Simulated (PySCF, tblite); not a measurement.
Isomers of C6H11NS. Computed values, GFN2-xTB/tblite, gas phase, harmonic and unscaled. This tight-binding method is rough: wavenumbers can miss measured ones by several per cent, in bad cases by 10 to 20. One conformer each.

Electronic energies: PBE0/pcSseg-1 single points on the GFN2-xTB geometries (PySCF, gas phase).

```
           SMILES  electronic energy, lowest = 0 (kcal/mol)
C/N=C/[C@H]1CCCS1                                       0.0
    CC(=S)NC1CCC1                                       2.9
C[C@@]1(CN)CCC1=S                                      13.9
```

Question: How do GFN2-xTB zero-point energies change the relative energies?

Answer: 
```csv
SMILES,ZPE (kcal/mol),of it from modes above 1550 cm⁻¹,electronic (kcal/mol),"with ZPE, lowest = 0 (kcal/mol)",lowest mode (cm⁻¹),rings
C/N=C/[C@H]1CCCS1,99.9,49.2,0.0,0.0,56,1
CC(=S)NC1CCC1,100.7,48.0,2.9,3.8,15,1
C[C@@]1(CN)CCC1=S,100.3,50.6,13.9,14.3,61,1
```

The zero-point energies span 0.8 kcal/mol, from `C/N=C/[C@H]1CCCS1` to `CC(=S)NC1CCC1`. The order is unchanged.

Question: And how do the electronic energies of GFN2-xTB itself compare?

Answer: `C/N=C/[C@H]1CCCS1` 3.3; `CC(=S)NC1CCC1` 0.0; `C[C@@]1(CN)CCC1=S` 19.3 kcal/mol, lowest = 0. Against the energies above, taken from the same isomer `C/N=C/[C@H]1CCCS1`, the largest difference is 6.2 kcal/mol.
